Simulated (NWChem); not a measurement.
Species: TiOCl cation; SMILES [O]=[Ti+][Cl]

All runs: NWChem. Pople sets run with spherical d functions. The spin multiplicity was typed, not searched, and may not be the lowest. Each level has its own optimisation; frequencies are unscaled.

For level PBE0/def2-SVP:

| Item | Result |
|---|---|
| highest harmonic frequency (cm⁻¹) | 1214 |

Q: Estimate the same quantities for level B3LYP/6-31G*.

A: 
| Property | Value |
|---|---|
| highest harmonic frequency (cm⁻¹) | 1186 |
